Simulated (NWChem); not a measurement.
System: SiH4TeO; SMILES [Te]([SiH3])O

The following NWChem deck was run.

```
start job
memory heap 200 mb stack 900 mb global 1100 mb
geometry units angstroms noautoz
  Te     0.343355     0.540943    -0.004985
  O     -1.618711     0.986633    -0.144924
  H     -1.930292     1.088432     0.763909
  Si    -0.091680    -1.926370     0.018391
  H      1.246746    -2.585578     0.112677
  H     -0.787320    -2.351570    -1.230052
  H     -0.924671    -2.302147     1.198920
end
basis spherical
  Te library def2-svp
  O library def2-svp
  H library def2-svp
  Si library def2-svp
end
ecp
  Te library def2-ecp
end
dft
  xc b3lyp
  iterations 150
  mulliken
end
task dft energy
```

The geometry was optimised at PBE0/def2-SVP. B3LYP is NWChem's, with the RPA form of VWN correlation. def2 effective core potentials on Te; no spin-orbit coupling.

Task: What results follow from this input? (B3LYP/def2-SVP with def2 effective core potentials on Te.) Quantities: energy (Ha); highest occupied level (eV); orbital gap (eV); dipole (D).

Result: 
| Property | Result |
|---|---|
| energy (Ha) | -635.08 |
| highest occupied level (eV) | -6.10 |
| orbital gap (eV) | 4.09 |
| dipole (D) | 1.65 |
